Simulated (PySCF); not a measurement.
# Basis set benchmark on one molecule

Molecule: SMILES N#CC1=CC=CN=C1, C₆H₄N₂.

Mapped SMILES: `[N:1]#[C:2][c:3]1[cH:4][cH:5][cH:6][n:7][cH:8]1`; H(Xn) means a hydrogen on atom n.

Geometry PBE0-D3(BJ)/def2-SVP throughout; GIAO in PySCF, gas phase, one conformer, non-relativistic; equivalent atoms averaged; functional PBE0.

Reference values (estimated from measurements, as parent shift plus tabulated substituent increments; solution, not stated per compound (mostly CDCl3 or CCl4); Pretsch, Buehlmann, Badertscher, Structure Determination of Organic Compounds, 4th ed. (2009)): δ(C8) = 153.4 ppm, δ(C3) = 109.9 ppm, δ(C4) = 140.1 ppm, δ(C5) = 124.2 ppm, δ(C6) = 154.0 ppm, δ(H(C8)) = 8.91 ppm, δ(H(C4)) = 8.00 ppm, δ(H(C5)) = 7.50 ppm. Computed shifts are taken against TMS, calculated as an isolated molecule at each level.

Q: How do the basis sets STO-3G, pcSseg-0, 6-31G, 6-31G*, cc-pVDZ, def2-SVP, pcSseg-1, aug-cc-pVDZ, 6-311+G(2d,p), def2-TZVP, cc-pVTZ, IGLO-III perform against the reference? Times are CPU seconds on shared hosts with different chips, so compare them loosely.

A: 
```tsv
basis set	functions	C8	C3	C4	C5	C6	H(C8)	H(C4)	H(C5)	mean abs. error C	mean abs. error H	core-s
STO-3G	44	123.4	98.6	116.7	107.2	122.3	9.23	7.82	7.48	22.7	0.17	5.6
pcSseg-0	80	167.9	120.4	150.6	133.0	165.6	9.51	7.92	7.42	11.2	0.25	6.5
6-31G	80	148.7	110.5	134.8	120.0	146.7	9.32	7.97	7.53	4.4	0.16	9.5
6-31G*	120	147.6	106.7	133.8	117.5	145.6	8.88	7.69	7.15	6.1	0.23	14
cc-pVDZ	132	152.3	113.0	138.7	123.0	150.5	8.93	7.75	7.18	2.1	0.20	16
def2-SVP	132	151.8	110.1	138.3	121.0	149.6	8.75	7.69	7.11	2.2	0.29	12
pcSseg-1	156	160.1	114.7	146.0	127.9	158.0	9.02	7.93	7.35	5.0	0.11	14
aug-cc-pVDZ	220	153.2	110.9	138.5	121.6	151.4	9.26	8.14	7.53	1.6	0.17	37
6-311+G(2d,p)	240	158.3	114.3	144.1	125.9	156.1	9.20	8.08	7.46	3.4	0.14	47
def2-TZVP	272	159.9	116.0	145.9	127.4	157.7	9.16	8.04	7.44	5.1	0.12	54
cc-pVTZ	296	158.8	115.0	144.6	126.7	156.5	9.12	8.03	7.44	4.0	0.10	65
IGLO-III	320	163.7	118.6	149.1	130.5	161.3	9.19	8.07	7.45	8.3	0.13	70
```

For 13C the closest is aug-cc-pVDZ (1.6 ppm) and the furthest STO-3G (22.7 ppm).

For 1H the closest is cc-pVTZ (0.10 ppm, with pcSseg-1, def2-TZVP practically level) and the furthest def2-SVP (0.29 ppm). Where a smaller basis beats a larger one, errors probably cancel. One molecule is a small sample, and vibrational and solvent effects are absent from the calculation.

A small basis that lands close on one nucleus may do so by chance; judge by the trend and by all nuclei.
